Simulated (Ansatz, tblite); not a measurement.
Spin states of the cluster K2Se, each relaxed with r2SCAN-D4/def2-TZVP in Ansatz. Electronic energies in the gas phase.

The xTB rows come from tblite. Correlated methods freeze 19 core orbitals; core or outer-core shells of K, Se are correlated, in sets that lack core-valence functions. The structure comes from a short search, and lower isomers may exist.

Singlet geometry (C2v within 0.1 Å):

```xyz
3

K    -2.167    0.600   -1.686
K     2.088   -0.246    1.864
Se    0.079   -0.354   -0.179
```

Triplet geometry (C2v within 0.1 Å):

```xyz
3

K    -1.6364   -0.8998    1.1855
K     0.2347    1.6312   -1.4755
Se    1.4018   -0.7315    0.2899
```

Quintet geometry:

| atom | x (Å) | y (Å) | z (Å) |
| --- | --- | --- | --- |
| K1 | 3.181 | -2.694 | -0.245 |
| K2 | -3.326 | 2.501 | 0.335 |
| Se3 | 0.146 | 0.193 | -0.091 |

⟨S²⟩: triplet 2.00 at PBE0-D4/def2-TZVP (pure 2.00), quintet 6.00 at PBE0-D4/def2-TZVP (pure 6.00).

Only these spin states were relaxed. The triplet has other bonds than the singlet, so the gap mixes isomer and spin. The quintet has other bonds than the singlet, so the gap mixes isomer and spin.

```json
{"level": "GFN1-xTB", "triplet − singlet (kcal/mol)": "16.4", "quintet − singlet (kcal/mol)": "195.9", "lowest of these": "singlet"}
{"level": "GFN2-xTB", "triplet − singlet (kcal/mol)": "41.6", "quintet − singlet (kcal/mol)": "148.4", "lowest of these": "singlet"}
{"level": "HF/STO-3G", "triplet − singlet (kcal/mol)": "-3.6", "quintet − singlet (kcal/mol)": "42.0", "lowest of these": "triplet"}
{"level": "HF/def2-TZVP", "triplet − singlet (kcal/mol)": "6.0", "quintet − singlet (kcal/mol)": "57.7", "lowest of these": "singlet"}
{"level": "HF/def2-TZVPP", "triplet − singlet (kcal/mol)": "6.0", "quintet − singlet (kcal/mol)": "57.7", "lowest of these": "singlet"}
{"level": "PBE-D4/def2-TZVP", "triplet − singlet (kcal/mol)": "29.1", "quintet − singlet (kcal/mol)": "101.4", "lowest of these": "singlet"}
{"level": "revPBE-D4/def2-TZVP", "triplet − singlet (kcal/mol)": "27.6", "quintet − singlet (kcal/mol)": "95.8", "lowest of these": "singlet"}
{"level": "BLYP-D4/def2-TZVP", "triplet − singlet (kcal/mol)": "28.6", "quintet − singlet (kcal/mol)": "96.2", "lowest of these": "singlet"}
{"level": "r2SCAN-D4/def2-TZVP", "triplet − singlet (kcal/mol)": "30.1", "quintet − singlet (kcal/mol)": "107.1", "lowest of these": "singlet"}
{"level": "PBE0-D4/def2-TZVP", "triplet − singlet (kcal/mol)": "27.3", "quintet − singlet (kcal/mol)": "99.6", "lowest of these": "singlet"}
{"level": "BHLYP-D4/def2-TZVP", "triplet − singlet (kcal/mol)": "25.0", "quintet − singlet (kcal/mol)": "93.0", "lowest of these": "singlet"}
{"level": "B2PLYP/def2-TZVP", "triplet − singlet (kcal/mol)": "28.6", "quintet − singlet (kcal/mol)": "101.0", "lowest of these": "singlet"}
{"level": "PBE-QIDH/def2-TZVP", "triplet − singlet (kcal/mol)": "28.4", "quintet − singlet (kcal/mol)": "102.6", "lowest of these": "singlet"}
{"level": "RPA@PBE/def2-TZVP", "triplet − singlet (kcal/mol)": "20.4", "quintet − singlet (kcal/mol)": "86.7", "lowest of these": "singlet"}
{"level": "MP2/def2-TZVP", "triplet − singlet (kcal/mol)": "30.0", "quintet − singlet (kcal/mol)": "100.3", "lowest of these": "singlet"}
{"level": "MP2/def2-TZVPP", "triplet − singlet (kcal/mol)": "30.0", "quintet − singlet (kcal/mol)": "100.3", "lowest of these": "singlet"}
{"level": "CCSD/def2-TZVPP", "triplet − singlet (kcal/mol)": "24.6", "quintet − singlet (kcal/mol)": "93.5", "lowest of these": "singlet"}
{"level": "CCSD(T)/def2-TZVPP", "triplet − singlet (kcal/mol)": "26.8", "quintet − singlet (kcal/mol)": "97.0", "lowest of these": "singlet"}
```

Change of the quintet − singlet gap on mixing in exact exchange, in kcal/mol: PBE to PBE0 (25 % exact exchange) -1.9; BLYP to BHLYP (50 % exact exchange) -3.3.

The xTB methods have no term that favours high spin, so they put low spin too low.
